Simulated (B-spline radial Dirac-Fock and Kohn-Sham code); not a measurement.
Tl⁶⁸⁺: eigenvalues, ΔSCF and the reference

System: thallium as Tl⁶⁸⁺, configuration [Ne] 3s2 3p1.

The density-functional columns are spherical, spin-unpolarised Dirac-Kohn-Sham results without Breit or QED terms: −ε is minus the orbital energy of the initial state and ΔSCF the difference of two total energies. The reference in the last column comes from Dirac-Fock ΔSCF + Breit + QED. All numbers are from a radial finite-basis atomic code, in eV; a selection of levels is shown. For the 1s level of heavy atoms much of the gap between ΔSCF and the reference is the Breit and QED part, -467.2 eV here; for other levels the error of the functional can be larger.

```tsv
level	LDA −ε	LDA ΔSCF	Dirac-Fock
K	91463.0	92158.8	91696.5
L1	20978.0	21150.0	21177.7
L2	20463.6	20674.5	20594.0
L3	18341.4	18524.1	18491.4
M1	8551.1	8620.9	8595.5
M2,3	7982.5	8053.8	8042.4
```

Values without a named source are computed, but for edge energies of neutral atoms, which are taken from tables.
